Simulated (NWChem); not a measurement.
System: MgICl; SMILES [Cl][Mg][I]

All runs: NWChem. def2 effective core potentials on I; no spin-orbit coupling. Each level has its own optimisation; frequencies are unscaled.

| level | r Cl–Mg (Å) | r I–Mg (Å) | highest harmonic frequency (cm⁻¹) | lowest (cm⁻¹) | zero-point energy (kcal/mol) |
|---|---|---|---|---|---|
| BLYP/def2-SVP (core potentials) | 2.210 | 2.569 | 545 | 105 | 1.4 |
| B3LYP/3-21G (all-electron, non-relativistic) | 2.248 | 2.588 | 549 | 94 | 1.4 |
| PBE0/def2-SVP (core potentials) | 2.196 | 2.546 | 563 | 104 | 1.3 |
